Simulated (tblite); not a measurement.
Input of a run (GFN2-xTB geometry optimisation, gas phase (tblite 0.8.0)), started from a force field or distance geometry:
```
{"job": {"kind": "relax", "xc": "GFN2-xTB", "basis": "xTB"}, "charge": 0, "multiplicity": 2}
C      2.277300    -0.359200    -0.244700
C      1.336900     0.651400     0.340300
S      1.880500     1.924300     1.214400
C     -0.102200     0.478100     0.141000
C     -0.756100    -0.463500    -0.485800
C     -2.168400    -0.334900    -0.498200
O     -2.927700    -0.896400    -1.362500
C     -2.709500     0.513000     0.584200
S     -1.291200     1.634500     0.841200
H      3.181000     0.205900    -0.566400
H      1.796400    -0.922700    -1.071500
H      2.587300    -1.024400     0.595400
H     -0.220200    -1.289500    -0.987200
H     -2.884600    -0.117000     1.477600
```

Output (eV, eV/Å):
```
step      E/eV     max force
  0    -702.10175    5.498
  1    -702.42275    4.992
  2    -702.67023    1.567
  3    -702.80185    1.316
  4    -702.95723    1.118
  5    -703.07483    1.027
  6    -703.19190    1.014
  7    -703.31968    1.297
  8    -703.49652    1.602
  9    -703.60630    1.285
 10    -703.64156    1.506
 11    -703.70679    0.663
 12    -703.73524    0.548
 13    -703.85180    0.537
 14    -703.89121    0.608
 15    -703.92250    0.406
 16    -703.94301    0.294
 17    -703.96132    0.329
 18    -703.97479    0.302
 19    -703.98596    0.279
 20    -703.99512    0.248
 21    -704.00324    0.230
 22    -704.00937    0.192
 23    -704.01293    0.146
 24    -704.01459    0.112
 25    -704.01557    0.072
 26    -704.01631    0.067
 27    -704.01689    0.075
 28    -704.01742    0.074
 29    -704.01803    0.069
 30    -704.01879    0.067
 31    -704.01946    0.064
 32    -704.01996    0.060
 33    -704.02047    0.063
 34    -704.02120    0.073
 35    -704.02221    0.087
 36    -704.02330    0.088
 37    -704.02421    0.084
 38    -704.02496    0.081
 39    -704.02574    0.077
 40    -704.02655    0.073
 41    -704.02712    0.062
 42    -704.02739    0.038
 43    -704.02754    0.031
 44    -704.02767    0.034
 45    -704.02782    0.031
 46    -704.02799    0.036
 47    -704.02819    0.040
 48    -704.02841    0.042
 49    -704.02866    0.049
 50    -704.02896    0.063
 51    -704.02939    0.077
 52    -704.03011    0.086
 53    -704.03122    0.115
 54    -704.03265    0.128
 55    -704.03425    0.106
 56    -704.03584    0.114
 57    -704.03750    0.090
 58    -704.03812    0.253
 59    -704.04124    0.105
 60    -704.04312    0.097
 61    -704.04135    0.374
 62    -704.04519    0.096
 63    -704.04609    0.068
 64    -704.04678    0.265
 65    -704.04831    0.084
 66    -704.04924    0.058
 67    -704.05150    0.092
 68    -704.05222    0.075
 69    -704.05291    0.060
 70    -704.05333    0.068
 71    -704.05371    0.044
 72    -704.05392    0.037
 73    -704.05421    0.034
 74    -704.05441    0.049
 75    -704.05474    0.046
 76    -704.05491    0.030
 77    -704.05503    0.020
 78    -704.05509    0.028
 79    -704.05515    0.030
 80    -704.05520    0.027
 81    -704.05525    0.021
 82    -704.05530    0.016
 83    -704.05535    0.022
 84    -704.05539    0.017
 85    -704.05542    0.014
 86    -704.05545    0.014
 87    -704.05548    0.016
 88    -704.05552    0.021
 89    -704.05556    0.018
 90    -704.05560    0.015
 91    -704.05562    0.018
 92    -704.05564    0.017
 93    -704.05567    0.015
 94    -704.05571    0.016
 95    -704.05574    0.013
 96    -704.05576    0.005
```

Q: Summarise the run.

A: The energy falls by 1.954 eV over 96 L-BFGS steps, the largest force on an atom goes from 5.50 to 0.005 eV/Å, and the atoms move by 0.540 Å rms after alignment. The bond that changes most is C8–S9 (ends: carbon bonded to C, S and H; sulfur bonded to 2 C), which shortens by 0.154 Å. Bonds longer at the end by more than 0.005 Å: 3 of 14; shorter: 11. Among the angles that change most is C6–C8–H14, from 108.8° to 124.3°. Among the dihedrals that turn most is C5–C6–C8–H14, from -88° to 180°. The energy rose by more than 1e-5 eV at step 61. The first step brought 16 % of the lowering.

Q: What are the final bond lengths?

A: C1–C2 1.491 Å, C2=S3 1.645 Å, C2–C4 1.424 Å, C4=C5 1.359 Å, C5–C6 1.457 Å, C6=O7 1.228 Å, C6–C8 1.444 Å, C8–S9 1.672 Å, C4–S9 1.780 Å, C1–H10 1.086 Å, C1–H11 1.090 Å, C1–H12 1.090 Å, C5–H13 1.075 Å, C8–H14 1.074 Å. Numbering counts from 1 in the input's order; the species is `CC(=S)C1=CC(=O)[CH]S1` [radical].

On one thread, Arm Neoverse V2 (aarch64), on a shared host, this took 0.7 s of wall time.

Its GFN2-xTB frequencies are all real (lowest 23 cm⁻¹). 3 starts were optimised and ended at 0.00, 0.02 and 0.02 kcal/mol (GFN2-xTB); the lowest of these is shown.

One conformer stands for the species.

All values are computed, not measured.
